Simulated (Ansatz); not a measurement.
Consider the ligand exchange at a B–C bond: `BC=N` + `C[O][AlH][NH2]` → `B[NH][AlH][O]C` + `C=N`.

Gas-phase electronic energies from Ansatz, PBE0-D4/def2-TZVP geometries. CCSD(T)/CBS is the MP2 limit (def2-TZVPP, def2-QZVPP) plus CCSD(T) − MP2 in def2-TZVPP, frozen cores. This one scheme is used for every species. DFT in def2-TZVPP. B3LYP here is the variant with VWN-RPA as its local correlation; programs differ in this. Each species was taken in one conformer, which may not be the lowest.

CCSD(T)/CBS gives -30.3 kcal/mol.

**Question.** Another level gave -30.9 kcal/mol. Which?
A. B3LYP/def2-TZVPP
B. MP2/def2-TZVPP
C. HF/def2-TZVPP
D. r2SCAN-D4/def2-TZVPP

**Answer.** B. MP2/def2-TZVPP -30.9, B3LYP -28.8, HF/def2-TZVPP -25.4, r2SCAN-D4 -32.0 kcal/mol.

Largest T1 diagnostic among the species: 0.013.

In def2-TZVPP, CCSD(T) changes the Hartree–Fock value by −5.3 kcal/mol (the triples alone add −0.9 kcal/mol) and MP2 by −5.5 kcal/mol. The D4 term adds −1.0 kcal/mol with B3LYP and −0.6 kcal/mol with PBE0; it sums over pairs of atoms, weighted by their polarisabilities, and B3LYP, whose exchange is more repulsive, gets the larger term.

CCSD(T)/CBS has its own doubt, a few kJ/mol and more with outer-core shells, so smaller differences from it don't rank the levels.
